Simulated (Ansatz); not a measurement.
Reaction (redistribution): `[F][In]([F])[SiH3]` + `C=C([SiH3])NC` → `C[NH][In]([F])[F]` + `C=C([SiH3])[SiH3]`

Calculated with Ansatz (gas phase, PBE0-D4/def2-TZVP geometries, no zero-point term in ΔE). CBS: MP2 limit from def2 TZ/QZ plus the TZ coupled-cluster correction, frozen cores. Elements past krypton have def2 core potentials. For In outer-core shells are correlated without core-valence functions, which leaves a few kJ/mol of doubt a bond. One conformer a species, not always the lowest.

| species | CCSD(T)/CBS(def2) energy (Eh) |
| --- | --- |
| `[F][In]([F])[SiH3]` | -680.34480 |
| `C=C([SiH3])NC` | -463.31620 |
| `C[NH][In]([F])[F]` | -484.61621 |
| `C=C([SiH3])[SiH3]` | -659.04239 |

Task: Work out ΔE.

Result: ΔE = (-484.61621) + (-659.04239) − (-680.34480) − (-463.31620) = 0.00240 Eh = +6.3 kJ/mol.

Largest T1 diagnostic among the species: 0.016.

From PBE to PBE0 (25 % exact exchange), in def2-TZVPP and without D4, ΔE moves by −4.6 kJ/mol.
